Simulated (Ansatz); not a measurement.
Energy profile

The step: Si₂H₅ClO ([OH][SiH]([SiH3])[Cl]) → Si₂H₄O ([O][SiH][SiH3]) + HCl; bonds formed: Cl2–H4; bonds broken: Si1–Cl2, O3–H4 (atoms numbered as in the saddle structure below).

Si1  (-0.858, -0.809, -0.491)
Cl2  (0.602, 2.001, -1.272)
O3  (-1.135, -0.046, -1.813)
H4  (-0.390, 0.966, -1.733)
H5  (-1.621, -2.073, -0.322)
Si6  (0.654, -0.064, 1.148)
H7  (0.177, 1.215, 1.709)
H8  (2.018, -0.061, 0.583)
H9  (0.554, -1.129, 2.190)
(Å)

Electronic energies by CCSD(T) at an estimated basis limit (MP2 extrapolated from triple and quadruple zeta, plus CCSD(T) − MP2 in triple zeta), on PBE0-D4/def2-TZVP structures; Si2H5ClO, closed shell; no counterpoise correction. Program: Ansatz 0.2.0. Basis: def2-TZVPP and def2-QZVPP. Cores are frozen in the correlated methods. Extrapolation: Hartree–Fock as exp(−7.88 √X), correlation as X^−2.97.

Question: Give the profile in kJ/mol, counted from the start structure. (Judge from chemistry; the value comes from the calculation.)

Answer: Computed:
```csv
point,kJ/mol
start structure,0.0
saddle,257.5
end structure,249.6
"separated: Si2H4O (linked as [O][SiH][SiH3]; Si1, O3, H5, Si6, H7, H8, H9; singlet) + HCl (Cl2, H4; singlet)",288.9
```

T1 diagnostic: at most 0.021.

For scale, one of the runs: CCSD(T)/def2-TZVPP, 227 basis functions, launched by `ansatz run in.yaml --threads 4 --pin off --events-out ev --progress --plain --max-ram 9574MiB`. Hardware: 4 CPU threads of an Intel Xeon, shared host. Wall time 96 s; peak host memory 3.4 GiB.
